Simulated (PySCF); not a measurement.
# Pt⁺: ionisation energy

Pt⁺ [Xe] 4f14 5d9 (2D) → Pt²⁺ [Xe] 4f14 5d8 (3F), as a difference of total energies. Calculation: PySCF 2.14, in x2c-TZVPPall; the spin-free X2C one-electron Hamiltonian (Gaussian nucleus). Correlated levels: valence: [Xe] 4f14 frozen. The calculations carry no spin-orbit coupling.

| method | ionisation energy (eV) |
| --- | --- |
| UHF | 16.940 |
| MP2 (valence) | 18.678 |
| SCS-MP2 (valence) | 18.565 |
| CCSD (valence) | 18.469 |
| CCSD(T) (valence) | 18.585 |

Q: How much does correlation contribute at CCSD(T) (valence)?

A: 18.585 − (16.940) = 1.645 eV, measured against UHF.

A first-order spin-orbit estimate (lowest level to lowest level, LS coupling) adds -0.352 eV.

Errors of the correlated levels include the incompleteness of this basis and the frozen core.

For comparison: 18.56 ± 0.12 eV (measured; NIST Atomic Spectra Database, ionization energies).
